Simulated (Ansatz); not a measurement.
Reaction (atomization): `CC(=O)[O][GeH3]` → 2 C• + Ge• + 6 H• + 2 O•

Calculated with Ansatz (gas phase, PBE0-D4/def2-TZVP geometries, no zero-point term in ΔE). CCSD(T)/CBS is the MP2 limit (def2-TZVPP, def2-QZVPP) plus CCSD(T) − MP2 in def2-TZVPP, frozen cores. This one scheme is used for every species, atoms too. DFT in def2-TZVPP. No spin–orbit coupling; open shells (•) take unrestricted orbitals. Spin–orbit coupling would lower the free atoms: a little for C, O; clearly for Ge. Bonds to Ge are less sure, by a few kJ/mol each and by 10 to 20 or more in all where they break to atoms, as the def2 sets lack core-valence functions. Scalar relativity is left out up to krypton.

CCSD(T)/CBS gives +4161.7 kJ/mol.

(1) Another level gave +4066.0 kJ/mol. Which?
A. CCSD(T)/def2-TZVPP
B. CCSD/def2-TZVPP
C. revPBE-D4/def2-TZVPP
D. r2SCAN/def2-TZVPP

Largest T1 diagnostic among the species: 0.014.

## Answers

(1) A. CCSD(T)/def2-TZVPP 4066.0, r2SCAN 4172.7, CCSD/def2-TZVPP 3994.4, revPBE-D4 4135.7 kJ/mol.

From r2SCAN to r2SCAN0 (25 % exact exchange), in def2-TZVPP and without D4, ΔE moves by −90.2 kJ/mol: exact exchange takes away binding that semilocal exchange gives to molecules. Leaving LDA and LC-ωPBE aside and taking each functional with its dispersion term where it has one, the values, not all of them listed here, spread over 253.5 kJ/mol, from BHLYP-D4 to PBE-D4. LDA lies +592.7 kJ/mol from PBE without D4, its usual overbinding. In def2-TZVPP, CCSD(T) changes the Hartree–Fock value by +1118.2 kJ/mol (the triples alone add +71.6 kJ/mol) and MP2 by +1195.3 kJ/mol; breaking electron pairs costs correlation energy, which Hartree–Fock lacks.

For atomizations the MP2-based limit and the directly extrapolated one differ by several kJ/mol either way, and by 10 to 25 for some Ge, Se and Sn compounds, so smaller differences from it don't rank the levels.
